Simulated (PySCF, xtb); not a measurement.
germanium monotelluride (GeTe), SMILES [Ge]=[Te] (connectivity only; charge and spin as stated), neutral, multiplicity 1.

xtb 6.7.1 with GFN2-xTB at its own geometry gives an orbital gap of 2.54 eV and a dipole moment of 2.75 D.

Geometry: r2SCAN-D4/def2-TZVP. The def2 effective core potentials stand for the cores of Te; spin–orbit coupling is left out.

Problem. What does PySCF with PBE/def2-TZVPD give? (An estimate is asked for; the answer gives what the named calculation found.)

Solution. gap 2.91 eV (levels -6.20 and -3.29 eV), dipole 1.03 D.
